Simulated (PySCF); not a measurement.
Delta-SCF ions had no search for a lower state. Excitations are Tamm–Dancoff values on a coarser integration grid. The basis has no diffuse functions, so Rydberg states are missing or too high.

Species: CI4, SMILES `IC(I)(I)I` (charge 0, multiplicity 1).

What is the computed S1 excitation (TDA), LUMO, dipole moment, T1 excitation (TDA), S1–T1 gap (TDA), vertical ionisation energy (Delta-SCF), HOMO and HOMO–LUMO gap (PBE0-D4/def2-TZVP run with PySCF)?


S1 excitation (TDA): 2.73 eV
LUMO: -3.38 eV
dipole moment: 0.00 D
T1 excitation (TDA): 2.37 eV
S1–T1 gap (TDA): 0.36 eV
vertical ionisation energy (Delta-SCF): 8.97 eV
HOMO: -7.30 eV
HOMO–LUMO gap: 3.92 eV
